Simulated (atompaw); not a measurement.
## Building the PAW (atompaw) potential for calcium (Ca) (LDA (PW92), scalar-relativistic).

```json
{
  "Element": "calcium",
  "Generator": "atompaw 4.2.0.5",
  "Type": "PAW",
  "Functional": "LDA (PW92)",
  "Relativity": "scalar-relativistic",
  "Frozen core": "[Ar]",
  "Valence charge": "2",
  "Reference configuration": "3d0 4s1.5 4p0.5",
  "Partial waves": "4s (bound): rc 3.00 bohr; 4s channel at 1.6 Ry: rc 3.00 bohr; 4p (bound): rc 3.00 bohr; 4p channel at 1.75 Ry: rc 3.00 bohr; 3d (bound, empty): rc 3.00 bohr; 3d channel at 3.45 Ry: rc 3.00 bohr",
  "Local potential": "bessel scheme, radius 2.80 bohr",
  "Core correction": "smooth core density matched at 2.10 bohr",
  "Augmentation charge": "besselshape compensation charge, radius 2.35 bohr; PAW radius 3.00 bohr; waves and projectors: custom rrkj vanderbiltortho"
}
```

All-electron outer shells of the reference configuration (LDA (PW92), scalar-relativistic, ld1.x):

| shell | level (eV) | outermost node (bohr) | outermost maximum (bohr) |
| --- | --- | --- | --- |
| 3s | -47.53 | 0.45 | 0.99 |
| 3p | -28.68 | 0.42 | 1.04 |
| 4s | -4.22 | 1.43 | 3.29 |
| 3d | -2.70 | – | 1.27 |
| 4p | -1.73 | 1.62 | 4.34 |

**Question.** Does the generator finish with these settings?

**Answer.** Yes, a potential is produced.

**Question.** Estimate the cutoffs (Ry, on a coarse ladder) from which the occupation-weighted sum of valence levels, in a spherical-Bessel basis at the reference potential, stays within 10 and 1 mRy of its value at 400 Ry.

**Answer.** 6 Ry and 6 Ry. The cutoffs count occupied waves only; the empty 3d level needs 10 Ry at the loose tolerance.

**Question.** Does the potential have ghost states?

**Answer.** No extra level below or beside the all-electron valence levels (s, p, d, f tested).

**Question.** Is the overlap operator S = 1 + Σ q|β⟩⟨β| positive definite (Bessel basis up to 400 Ry)?

**Answer.** Yes: its lowest eigenvalue is 0.61 (s channel).
